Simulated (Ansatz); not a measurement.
A CCSD(T) single point on BH₅O₂Sn (`[BH2][SnH]([OH])[OH]`).

```yaml
crystal:
  periodic: [false, false, false]
  atoms:
    - {symbol: B, position_ang: [-0.713916, 1.113502, -1.387053]}
    - {symbol: Sn, position_ang: [0.358623, 0.036653, 0.265548]}
    - {symbol: O, position_ang: [0.853109, -1.714348, -0.494671]}
    - {symbol: O, position_ang: [-1.014178, -0.255806, 1.651531]}
    - {symbol: H, position_ang: [-1.628520, 0.564597, -1.916408]}
    - {symbol: H, position_ang: [-0.392913, 2.206727, -1.736424]}
    - {symbol: H, position_ang: [1.752503, 0.630455, 1.074605]}
    - {symbol: H, position_ang: [1.526481, -2.178423, 0.007043]}
    - {symbol: H, position_ang: [-0.652587, -0.449657, 2.518830]}
basis:
  gaussian: {orbitals: def2-TZVPP}
correlation: {method: ccsd_t}
```

```sh
$ ansatz run in.yaml --threads 4 --pin off --events-out ev --progress --plain --max-ram 10444MiB
```

Output of Ansatz, abridged:

```
Functional definition: HF
1449 factors; integrals over basis functions are off by at most 6.8e-4 eV
mean field evaluation 1: about -10626.6761 eV, gradient 5.5e1 eV
mean field evaluation 2: about -10626.8333 eV, gradient 5.5e1 eV
mean field evaluation 4: about -10632.5832 eV, gradient 3.2e0 eV
mean field evaluation 8: about -10632.6500 eV, gradient 1.6e-1 eV
mean field -10632.65017252 eV, -390.7426867711 hartree, gradient 1.5e-6 eV, S^2 0.000000; 0 other end points of the search recorded, 0 dependent functions left out
7 core orbitals not correlated: weight in the atoms' cores, before any rotation towards them, 1.000 or more for the frozen orbitals, at most 0.000 for the correlated occupied ones
reference -10632.65017252 eV, -390.7426867711 hartree; 17, 17 occupied and 189, 189 virtual orbitals, 1449 factors
second order -24.89325834 eV of doubles, -0.00000000 eV of singles
cycle   1  -24.59651451 eV  change    3.0e-1 eV  update   1.2e-1
cycle   2  -25.21124913 eV  change   -6.1e-1 eV  update   3.7e-2
cycle   3  -25.36714773 eV  change   -1.6e-1 eV  update   2.1e-2
cycle   4  -25.35335538 eV  change    1.4e-2 eV  update   5.3e-3
cycle   5  -25.34984713 eV  change    3.5e-3 eV  update   2.8e-3
cycle   6  -25.35116154 eV  change   -1.3e-3 eV  update   1.1e-3
cycle   7  -25.35114278 eV  change    1.9e-5 eV  update   5.4e-4
cycle   8  -25.35093614 eV  change    2.1e-4 eV  update   2.0e-4
cycle   9  -25.35096461 eV  change   -2.8e-5 eV  update   8.2e-5
cycle  10  -25.35103482 eV  change   -7.0e-5 eV  update   3.6e-5
cycle  11  -25.35098175 eV  change    5.3e-5 eV  update   1.3e-5
cycle  12  -25.35099134 eV  change   -9.6e-6 eV  update   7.0e-6
perturbative correction -0.84107674 eV, -0.0309090002 hartree
Total energy: -10658.84224060 eV, -391.7052275194 hartree
```

Hardware: 4 threads of an Arm Neoverse V1 on a shared host. Wall time 120 s, peak host memory 3.5 GiB.

Correlation energy per correlated electron: -0.770 eV. T1 diagnostic: 0.0139.
